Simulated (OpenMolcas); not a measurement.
# N II: CASPT2 settings compared

```
Program             : OpenMolcas
Basis               : ANO-L-VQZP [5s4p3d2f]
Scalar Hamiltonian  : non-relativistic, point nucleus
Active space        : 2 electrons in 3 orbitals (2p)
State averaging     : 2S+1 = 3 even, 3 roots; 2S+1 = 1 even, 6 roots
Spin-orbit coupling : state interaction with AMFI integrals over the reference wave functions, term energies averaged over their components
```

Methods on the same reference wave functions:
A. CASSCF
B. SS-CASPT2, IPEA 0.3 Eh, imaginary shift 0.25 Eh (closed shells correlated: 1s 2s)
C. XMS-CASPT2, IPEA 0.5 Eh, imaginary shift 0.5 Eh (closed shells correlated: 1s 2s)
D. XMS-CASPT2, IPEA 0.4 Eh, no level shift (closed shells correlated: 1s 2s)

Energies in cm-1 above 2s2 2p2 3P0, the measured ground level; measured values from NIST Handbook of Basic Atomic Spectroscopic Data.

```
      Level      A      B      C      D  Measured
2s2 2p2 3P0    0.0    0.0    0.0    0.0       0.0
2s2 2p2 3P1   47.1   47.2   47.2   47.2      48.7
2s2 2p2 3P2    140    140    140    140       131
2s2 2p2 1D2  17804  15480  15250  15330     15316
2s2 2p2 1S0  43856  35070  36090  35870     32689
```

Deviations, from unrounded energies. A percentage is the sum of absolute deviations over the sum of measured energies, with the sign that they share, or ± where signs differ.

```
                        Against measurement  Levels      A     B     C     D
             mean absolute deviation (cm-1)       4   3400   640   870   800
      fine structure of the ground term (%)       2   ±6.2  ±6.1  ±6.1  ±6.1
other terms of the ground configuration (%)       2  +28.4  +5.3  ±7.2  +6.6
```

B lies closest to measurement on these levels and A furthest from it. The largest miss of B in the table is 2s2 2p2 1S0, by +2400 cm-1. The ranking rests on the paired levels alone, and a cruder setting can come out closer through cancelling errors.

Among B to D the level of the table that moves most is 2s2 2p2 1S0, by 1000 cm-1 (lowest in B, highest in C). Moves below CASPT2's spread within the term are not significant.

The mean deviations of B to D differ by less than CASPT2's widest spread within a term (410 cm-1), so their order carries little weight.

From A to B the spin-free energies of the other terms of 2s2 2p2 shown, above 3P, scale by factors of 0.80 to 0.87.

The lowest spin-free term lies below A's lowest term by 0.091 hartree in B, 0.092 hartree in C, 0.093 hartree in D.

CASPT2 does not keep the components of a term degenerate, so their means are used; among the terms shown or strongly mixed into the levels shown the widest spread is 410 cm-1 (2s2 2p2 1D, C). With the s shell closed, the reference lacks s² → p² mixing. Without dynamic correlation excited terms often stand tens of per cent too high (terms of higher spin than the ground term too low), and those without a measured partner can miss by more than the paired ones (holds for A). Computed and measured levels are paired by configuration, term and J; levels that our copy of the source lacks, or whose pairing is in doubt (as where it misses far off the trend of its configuration), stay unpaired and out of the deviations. Only configurations of the active space appear.
